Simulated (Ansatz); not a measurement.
Forces away from equilibrium

LiAlNH3O (SMILES [Li][O][AlH][NH2]), singlet, displaced at random from a GFN2-xTB minimum.

```tsv
atom	x (Å)	y (Å)	z (Å)
Li1	-1.5914	-2.3820	-1.6346
O2	-0.8358	-1.1352	-0.9758
Al3	-0.1156	0.2690	-0.4735
N4	0.6716	0.5166	1.1198
H5	-0.0985	1.5829	-1.3115
H6	1.1003	1.4924	1.4192
H7	0.8796	-0.0258	1.8743
```

Ansatz 0.2.0; basis: def2-TZVPP; cores frozen in the correlated methods. The outer core shell of Li, Na, Mg and K is correlated.

CCSD(T) forces from the calculation:
```
atom      Fx      Fy  Fz (eV/Å)
 Li1  -0.261  -0.446     -0.217
  O2   0.126   0.043      0.087
 Al3   0.206   0.174      0.617
  N4   0.860   4.663     -1.104
  H5   0.011   0.338     -0.285
  H6  -1.336  -2.552     -1.276
  H7   0.395  -2.220      2.179
```

Task: Which atom feels the largest CCSD(T) force, and how large is it?

Result: N4, 4.87 eV/Å, along (0.18, 0.96, -0.23).

Root-mean-square difference of the force components from those of CCSD(T): PBE0-D4 0.075; wB97M-V 0.042; r2SCAN-D4 0.047; PBE-D4 0.157; CAM-B3LYP-D4 0.089; HSE06-D4 0.074 eV/Å.

The T1 diagnostic stays at or below 0.014.

For scale, one of the runs: CCSD(T)/def2-TZVPP forces, 165 basis functions (an equivalent command: `ansatz run in.yaml --threads 4`). The run took 73 s on 4 CPU threads (shared host), with 2.5 GiB of host memory at its peak.
